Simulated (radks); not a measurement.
Values are calculated unless marked as measured or tabulated.
Ionisation ladder of ruthenium, from Ru to Ru21+. Each ion is in the ground configuration listed by NIST, and IE = E(next ion) - E(this ion). Level of theory: non-relativistic Kohn-Sham, PBE, spin-polarised, spherical densities, point nucleus; open shells are filled with parallel spins first (spin-orbit coupling, left out, can overturn this in heavy ions); relativity is left out, which matters for an element this heavy (a radial shooting solver on a logarithmic mesh with Libxc functionals).

| species | configuration | E (hartree) | IE, Delta-SCF (eV) | <r> HOMO (bohr) | IE, NIST (eV) | kind | error (eV) |
|---|---|---|---|---|---|---|---|
| Ru | [Kr] 4d7 5s1 | -4443.23804 | 7.289 | 1.70 | 7.361 | exp. | -0.071 |
| Ru+ | [Kr] 4d7 | -4442.97016 | 16.981 | 1.65 | 16.8 | semi-emp. | +0.221 |
| Ru2+ | [Kr] 4d6 | -4442.34613 | 28.841 | 1.53 | 28.470 | semi-emp. | +0.371 |
| Ru3+ | [Kr] 4d5 | -4441.28624 | 46.542 | 1.42 | 45 | theory | +1.542 |
| Ru4+ | [Kr] 4d4 | -4439.57585 | 61.617 | 1.35 | 59 | theory | +2.617 |
| Ru5+ | [Kr] 4d3 | -4437.31147 | 77.631 | 1.30 | 76 | theory | +1.631 |
| Ru6+ | [Kr] 4d2 | -4434.45860 | 94.466 | 1.25 | 93 | theory | +1.466 |
| Ru7+ | [Kr] 4d1 | -4430.98703 | 112.02 | 1.21 | 110 | theory | +2.0 |
| Ru8+ | [Kr] | -4426.87035 | 178.38 | 1.04 | 178.41 | semi-emp. | 0.0 |
| Ru9+ | [Ar] 3d10 4s2 4p5 | -4420.31516 | 198.92 | 1.02 | 198 | theory | +0.9 |
| Ru10+ | [Ar] 3d10 4s2 4p4 | -4413.00494 | 219.56 | 1.00 | 220 | theory | -0.3 |
| Ru11+ | [Ar] 3d10 4s2 4p3 | -4404.93632 | 247.13 | 0.985 | 245 | theory | +2.1 |
| Ru12+ | [Ar] 3d10 4s2 4p2 | -4395.85437 | 269.35 | 0.970 | 271 | theory | -1.6 |
| Ru13+ | [Ar] 3d10 4s2 4p1 | -4385.95594 | 291.55 | 0.955 | 295.9 | semi-emp. | -4.3 |
| Ru14+ | [Ar] 3d10 4s2 | -4375.24165 | 344.90 | 0.912 | 348 | theory | -3.1 |
| Ru15+ | [Ar] 3d10 4s1 | -4362.56676 | 371.08 | 0.900 | 376.3 | exp. | -5.2 |
| Ru16+ | [Ar] 3d10 | -4348.92993 | 674.23 | 0.373 | 670 | theory | +4.2 |
| Ru17+ | [Ar] 3d9 | -4324.15230 | 730.66 | 0.367 | 723 | theory | +7.7 |
| Ru18+ | [Ar] 3d8 | -4297.30114 | 788.43 | 0.361 | 784 | theory | +4.4 |
| Ru19+ | [Ar] 3d7 | -4268.32687 | 847.46 | 0.355 | 845 | theory | +2.5 |
| Ru20+ | [Ar] 3d6 | -4237.18341 | 907.61 | 0.350 | 905 | theory | +2.6 |
| Ru21+ | [Ar] 3d5 | -4203.82920 | 987.34 | 0.342 | 981 | theory | +6.3 |

Reference values: NIST Atomic Spectra Database (exp. = measured, semi-emp. = semi-empirical, theory = theoretical value adopted there). Errors are taken from the NIST values before rounding. The ionisation energy per charge of the ion left behind rises most, in proportion, at Ru16+ ([Ar] 3d10), from 23.192 to 39.661 eV. Against the entries that are not theoretical the mean signed error is -0.2 % and the largest -1.5 %. Relativity is left out here, which matters for elements this heavy. Open shells are spherical and high-spin; term and fine-structure splittings are not resolved.
